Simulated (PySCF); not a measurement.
## Correlation energy of Ca⁻ (calcium, charge -1)

[Ar] 3d1 4s2, 2D determinant. Calculation: PySCF 2.14, in aug-cc-pVDZ-X2C (6s5p3d, 36 functions); the spin-free X2C one-electron Hamiltonian (Gaussian nucleus). Frozen: [Ar]; 3 electrons correlated.

MP2 pair energies summed by pair of shells (mhartree):

```tsv
pair	energy	share (%)
4s-4s	-17.16	82.9
3d-4s	-3.54	17.1
```

Total MP2 correlation energy: -20.70 mhartree.

Same-spin part -1.02 and opposite-spin part -19.67 mhartree; SCS-MP2 scales them by 1/3 and 6/5 to -23.95 mhartree.

The Hartree-Fock reference does not bind the outermost electron (its level is positive or very diffuse), so these energies belong to a reference that the basis holds together.
